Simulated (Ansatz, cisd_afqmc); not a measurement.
System: N2H3, charge 0, doublet. N2H3 (SMILES [NH]N, doublet).
B3LYP-D3(BJ)/def2-TZVP minimum from Ansatz (a quantum-chemistry and plane-wave program):
```
N
H 1 1.0085
H 1 1.0130 2 114.64
N 1 1.3477 2 113.79 3 144.88
H 4 1.0226 1 106.04 2 -167.86
```
Charge 0, spin multiplicity 2.

Total energies in cc-pVDZ, 13 correlated electrons, 2 frozen orbitals. Open shells are spin-unrestricted; no spin-orbit coupling. Cores are frozen in correlated methods. No relativity. The Monte Carlo rows (phaseless AFQMC, CISD trial, step 0.005/hartree) carry one-sigma bars that omit the constraint's bias. Outlying blocks are dropped, and bars are widened where a walk drifts. Over all cases where full CI ran beside it in this data, AFQMC minus full CI had a median of +0.1 mEh and passed +0.4 mEh in a tenth of the cases.

```tsv
method	program	energy (Eh)	minus CCSDT(Q) (mEh)
HF	Ansatz	-110.58541	353.29
MP2	Ansatz	-110.90255	36.15
CCSD	Ansatz	-110.92883	9.87
CCSD(T)	Ansatz	-110.93737	1.33
CCSDT(Q)	Ansatz	-110.93870	0.00
AFQMC/CISD	cisd_afqmc	-110.9386 ± 0.0002	0.1 ± 0.2
```

Rough core times of Ansatz's runs on a shared machine: CCSD(T) under 20 s, CCSDT(Q) 2 min.
